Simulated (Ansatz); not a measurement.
A run for Ansatz (a quantum-chemistry and plane-wave program): R-revPBE/def2-TZVPP on NH3 (SMILES N).

Ansatz 0.2 input:
```yaml
crystal:
  periodic: [false, false, false]
  atoms:
    - {symbol: N, position_ang: [0.00000000, -0.00000111, 0.27932697]}
    - {symbol: H, position_ang: [-0.00000000, 0.94272845, -0.09307595]}
    - {symbol: H, position_ang: [0.81642919, -0.47136367, -0.09307551]}
    - {symbol: H, position_ang: [-0.81642919, -0.47136367, -0.09307551]}
basis:
  gaussian:
    orbitals: def2-TZVPP
hamiltonian:
  xc: {name: revPBE}
scf: {lower_state_search: off}
```

It printed:

```
WARN ansatz: RAYON_NUM_THREADS=4 ignored (pool sized by the plan → 4); use --threads N
Functional definition: revPBE
these checks for a lower state are left out or cut short: stability, starts, cluster_reference, orbital_swaps, neighbouring_geometries, increment
integrals: 0.01 GiB planned
332 factors; their error is unknown
mean field: 0.12 GiB planned
mean field evaluation 1: about -1531.4769 eV, gradient 6.5e1 eV
mean field evaluation 2: about -1511.5810 eV, gradient 1.0e2 eV
mean field evaluation 4: about -1539.2820 eV, gradient 1.0e0 eV
mean field evaluation 8: about -1539.2803 eV, gradient 2.3e-2 eV
mean field -1539.28026753 eV, -56.5675064700 hartree, gradient 7.3e-6 eV, S^2 0.000000; 0 other end points of the search recorded, 0 dependent functions left out
reference -1539.28029275 eV, -56.5675073970 hartree; 5, 5 occupied and 68, 68 virtual orbitals, 332 factors
Total energy: -1539.28029275 eV, -56.5675073970 hartree
Checks for a lower state left out: stability, starts, cluster_reference, orbital_swaps, neighbouring_geometries, increment
```

Self-consistency was reached.

Cost: around 0.5 core-seconds (rough).
